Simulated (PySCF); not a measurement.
Computed IR spectrum (relative IR intensity) of a molecule CH₈N₂OSi. Geometry: PBE0-D3(BJ)/def2-SVP. Other conformers were not sampled. Method: PBE0-D3(BJ)/def2-SVP run with PySCF. Frequencies are harmonic and unscaled.

Lines under 2 % of the strongest are left out, and lines within 2 cm⁻¹ are merged.

```tsv
ν (cm⁻¹)	relative intensity
185	2.2
228	5.3
281	2.1
314	12
343	11
405	48
415	60
440	81
667	2.8
757	6.2
793	16
809	7.6
823	28
887	43
929	100
951	80
1269	18
1537	36
1543	10
3159	2.1
3613	9.1
3616	7.3
3713	9.0
3718	9.6
3925	23
```

Q: Which structure fits?
(A) C[Si](N)(N)O
(B) NC[Si@@H](N)O
(C) CN[Si@@H](N)O
(D) CO[SiH](N)N

A: A, C[Si](N)(N)O
